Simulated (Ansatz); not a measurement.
Relaxation of CH5BrOSi (9 atoms, charge 0, multiplicity 1), to a largest force component of 0.03 eV/Å in at most 50 steps.

Theory: RKS PBE-D4/def2-SVP (Ansatz).

```xyz
9
Properties=species:S:1:pos:R:3:forces:R:3
Si -0.287 1.468 0.316 0.67 -3.17 -0.73
Br 0.027 1.433 -1.957 -0.11 0.53 0.28
O -0.240 -0.244 0.628 0.13 0.03 -0.08
C 0.237 -1.528 -0.050 -0.64 2.98 1.10
H 0.384 -1.238 -1.096 0.15 -0.36 -0.52
H -1.617 2.031 0.696 -0.02 -0.01 -0.01
H 0.862 2.190 0.960 -0.10 0.06 -0.03
H 1.192 -1.829 0.428 -0.10 -0.08 -0.04
H -0.559 -2.283 0.076 0.02 0.01 0.02
```

Where does it end, and by what steps?

It converged. The force dipped under the threshold on the way, but the program's further checks kept it going. After 14 steps the energy has fallen by 0.548 eV; H7 moved furthest, 0.56 Å.

```json
{"step": "0", "energy less start (eV)": "0.0000", "largest force component (eV/Å)": "3.167", "accepted": "yes"}
{"step": "1", "energy less start (eV)": "-0.3880", "largest force component (eV/Å)": "1.460", "accepted": "yes"}
{"step": "2", "energy less start (eV)": "-0.4625", "largest force component (eV/Å)": "0.702", "accepted": "yes"}
{"step": "3", "energy less start (eV)": "-0.4959", "largest force component (eV/Å)": "0.199", "accepted": "yes"}
{"step": "4", "energy less start (eV)": "-0.5227", "largest force component (eV/Å)": "0.160", "accepted": "yes"}
{"step": "5", "energy less start (eV)": "-0.5396", "largest force component (eV/Å)": "0.128", "accepted": "yes"}
{"step": "6", "energy less start (eV)": "-0.5359", "largest force component (eV/Å)": "0.345", "accepted": "no"}
{"step": "7", "energy less start (eV)": "-0.5454", "largest force component (eV/Å)": "0.029", "accepted": "yes"}
{"step": "8", "energy less start (eV)": "-0.5452", "largest force component (eV/Å)": "0.171", "accepted": "no"}
{"step": "9", "energy less start (eV)": "-0.5466", "largest force component (eV/Å)": "0.036", "accepted": "yes"}
{"step": "10", "energy less start (eV)": "-0.5462", "largest force component (eV/Å)": "0.072", "accepted": "no"}
{"step": "11", "energy less start (eV)": "-0.5474", "largest force component (eV/Å)": "0.012", "accepted": "yes"}
{"step": "12", "energy less start (eV)": "-0.5477", "largest force component (eV/Å)": "0.012", "accepted": "yes"}
{"step": "13", "energy less start (eV)": "-0.5479", "largest force component (eV/Å)": "0.037", "accepted": "yes"}
{"step": "14", "energy less start (eV)": "-0.5480", "largest force component (eV/Å)": "0.026", "accepted": "yes"}
```

```xyz
9
Properties=species:S:1:pos:R:3
Si -0.297 1.289 0.209
Br -0.020 1.804 -1.963
O -0.663 -0.326 0.396
C 0.195 -1.387 0.008
H 0.380 -1.384 -1.090
H -1.472 2.042 0.739
H 0.990 1.648 0.897
H 1.180 -1.339 0.528
H -0.293 -2.346 0.277
```

Whether the end is a true minimum wasn't checked by a vibrational analysis.

The run took 25 s on 2 threads of Arm Neoverse V2, with other jobs on the host, peak memory 0.15 GiB.
